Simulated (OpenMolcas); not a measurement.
What dynamic correlation does to the levels of Co VI

```yaml
Program: OpenMolcas
Basis: ANO-RCC-VTZP [6s5p3d2f1g]
Scalar_Hamiltonian: DKH3, point nucleus
Active_space: 4 electrons in 5 orbitals (3d)
State_averaging: 2S+1 = 5 even, 5 roots; 2S+1 = 3 even, 45 roots; 2S+1 = 1 even, 50 roots
Spin-orbit_coupling: RASSI with atomic mean-field integrals over the reference wave functions, term energies averaged over their components
```

Methods on the same reference wave functions:
A. CASSCF
B. SS-CASPT2, IPEA 0.25 Eh, imaginary shift 0.1 Eh (closed shells correlated: 3s 3p)
C. MS-CASPT2, IPEA 0.25 Eh, imaginary shift 0.1 Eh (closed shells correlated: 3s 3p)

Energies in cm-1 above 3d4 5D0, the measured ground level; measured values from Sugar and Corliss, J. Phys. Chem. Ref. Data 10, 1097 (1981).

```json
{"Level": "3d4 5D0", "A": "0.0", "B": "0.0", "C": "0.0", "Measured": "0.0"}
{"Level": "3d4 5D1", "A": "217", "B": "221", "C": "221", "Measured": "204"}
{"Level": "3d4 5D2", "A": "636", "B": "644", "C": "644", "Measured": "589"}
{"Level": "3d4 5D3", "A": "1231", "B": "1241", "C": "1241", "Measured": "1125"}
{"Level": "3d4 5D4", "A": "1977", "B": "1984", "C": "1985", "Measured": "1782"}
{"Level": "3d4 3H4", "A": "30771", "B": "29610", "C": "29610", "Measured": "28377"}
{"Level": "3d4 3H5", "A": "31235", "B": "30110", "C": "30110", "Measured": "28806"}
{"Level": "3d4 3H6", "A": "31735", "B": "30640", "C": "30640", "Measured": "29234"}
{"Level": "3d4 3P0(1)", "A": "32571", "B": "28470", "C": "28460", "Measured": "27166"}
{"Level": "3d4 3P1(1)", "A": "33850", "B": "29790", "C": "29790", "Measured": "28462"}
{"Level": "3d4 3F2(1)", "A": "35509", "B": "32040", "C": "32040", "Measured": "30555"}
{"Level": "3d4 3F3(1)", "A": "35581", "B": "32130", "C": "32130", "Measured": "30635"}
{"Level": "3d4 3F4(1)", "A": "35796", "B": "32360", "C": "32360", "Measured": "30817"}
{"Level": "3d4 3P2(1)", "A": "36035", "B": "31960", "C": "31960", "Measured": "30506"}
{"Level": "3d4 3G3", "A": "38892", "B": "35630", "C": "35630", "Measured": "34026"}
{"Level": "3d4 3G4", "A": "39419", "B": "36170", "C": "36170", "Measured": "34475"}
{"Level": "3d4 3G5", "A": "39803", "B": "36600", "C": "36600", "Measured": "34855"}
{"Level": "3d4 1I6", "A": "46488", "B": "44980", "C": "44990", "Measured": "42800"}
{"Level": "3d4 1G4(1)", "A": "49171", "B": "44480", "C": "44480", "Measured": "41926"}
{"Level": "3d4 3D3", "A": "50041", "B": "43810", "C": "43810", "Measured": "41676"}
{"Level": "3d4 3D2", "A": "50203", "B": "43990", "C": "43990", "Measured": "41856"}
{"Level": "3d4 3D1", "A": "50423", "B": "44190", "C": "44190", "Measured": "42098"}
{"Level": "3d4 1S0(1)", "A": "56909", "B": "48040", "C": "48040", "Measured": "45372"}
{"Level": "3d4 1D2(1)", "A": "60697", "B": "55820", "C": "55820", "Measured": "52740"}
```

Deviations, from unrounded energies. A percentage is the sum of absolute deviations over the sum of measured energies, with the sign that they share, or ± where signs differ.

```tsv
Against measurement	Levels	A	B	C
mean absolute deviation (cm-1)	23	4700	1500	1500
fine structure of the ground term (%)	4	+9.8	+10.6	+10.6
other terms of the ground configuration (%)	19	+16.1	+5.1	+5.1
```

B, C lie about equally close to measurement and A furthest from it. The largest miss of C in the table is 3d4 1D2(1), by +3100 cm-1. The ranking rests on the paired levels alone, and a cruder setting can come out closer through cancelling errors.

Between B and C the level of the table that moves most is 3d4 3P0(1), by 7.2 cm-1 (lowest in C, highest in B). Moves below CASPT2's spread within the term are not significant.

The two smallest mean deviations differ by little beside CASPT2's spread within terms, so their order carries little weight.

From A to B the spin-free energies of the other terms of 3d4 shown, above 5D, scale by factors of 0.84 to 0.97, as is usual when dynamic correlation screens the repulsion within a d or f shell.

The lowest spin-free term lies below A's lowest term by 0.301 hartree in B, 0.301 hartree in C.

CASPT2 does not keep the components of a term degenerate, so their means are used; among the terms shown or strongly mixed into the levels shown the widest spread is 930 cm-1 (3d4 1I, C). The CASPT2 spread within a term exceeds the gap to the next term for 3d4 3D and 3d4 1G(1), so the order of their levels is uncertain (figures for B; the like holds for C). Without dynamic correlation excited terms often stand tens of per cent too high (terms of higher spin than the ground term too low), and those without a measured partner can miss by more than the paired ones (holds for A). Measured partners are found by configuration, term and J. A level has none where our copy of the source lacks it or the pairing is in doubt (some pairs that miss far off the trend of their configuration count as doubtful), and it then counts in no deviation. Only configurations of the active space appear. The table leaves out levels that lie high or whose names do not pair safely across all columns.

A number in round brackets counts repeated terms of one configuration in the order of the reference energies.
